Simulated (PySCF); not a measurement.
ScCl₂, SMILES [Cl][Sc+][Cl], charge +1. The structure is a stationary point at PBE0-D3(BJ)/def2-TZVP. The multiplicity is an assumed one; other spin states were not compared. The isomer is the one that the SMILES or the coordinates give; other isomers of the formula were not compared.

Calculation: PBE0-D3(BJ)/def2-TZVP run with PySCF.

Harmonic wavenumbers (cm⁻¹): 106, 487, 540. Rotational constants (GHz): 13.31, 2.109, 1.821; symmetry number 2.

Question: Work out the zero-point energy and the ideal-gas rigid-rotor harmonic-oscillator thermochemistry at 298.15 K and 1 atm.

Answer: ZPE = ½ Σ hcν = ½ × 1133 cm⁻¹ = 6.78 kJ/mol. H − E(el) = 19.72 kJ/mol. Entropy in J/(mol K): translation 168.02, rotation 104.04, vibration 19.26, total 291.32. G − E(el) = -67.14 kJ/mol. Cp = 51.60 J/(mol K). Modes under 150 cm⁻¹ make the vibrational entropy uncertain.
